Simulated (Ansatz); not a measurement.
H6B2Si, SMILES `BB[SiH3]` (charge 0, multiplicity 1).

Method: CAM-B3LYP/cc-pVTZ // PBE0-D3(BJ)/def2-TZVP run with Ansatz (an electronic-structure program).

Ansatz 0.2 input:
```yaml
crystal:
  periodic: [false, false, false]
  atoms:
    - { symbol: B, position_ang: [1.735256, 0.047603, 0.002848] }
    - { symbol: B, position_ang: [0.33994, -0.021568, 0.7989] }
    - { symbol: Si, position_ang: [-1.345893, -0.024077, -0.322375] }
    - { symbol: H, position_ang: [2.285184, -0.942091, -0.397377] }
    - { symbol: H, position_ang: [2.230423, 1.093568, -0.317947] }
    - { symbol: H, position_ang: [0.15943, -0.072994, 1.980846] }
    - { symbol: H, position_ang: [-2.178869, 1.147117, 0.071234] }
    - { symbol: H, position_ang: [-2.108344, -1.269608, -0.025575] }
    - { symbol: H, position_ang: [-1.117129, 0.042052, -1.790553] }
basis:
  gaussian: { orbitals: cc-pVTZ }
hamiltonian:
  xc: cam_b3lyp
```

Output:

```
Functional definition: CAM-B3LYP
1068 factors; their error is unknown
291 factors; integrals over basis functions are off by at most 1.6e-5 eV
mean field evaluation 1: about -9324.5687 eV, gradient 1.9e1 eV
mean field evaluation 2: about -9325.3927 eV, gradient 1.0e1 eV
mean field evaluation 4: about -9325.7374 eV, gradient 3.1e-1 eV
mean field evaluation 8: about -9325.7441 eV, gradient 4.3e-2 eV
mean field -9325.74410148 eV, -342.7147745130 hartree, gradient 5.4e-5 eV, S^2 0.000000; 0 other end points of the search recorded, 0 dependent functions left out
reference -9325.74423645 eV, -342.7147794730 hartree; 15, 15 occupied and 163, 163 virtual orbitals, 1068 factors
Total energy: -9325.74423645 eV, -342.7147794730 hartree
```
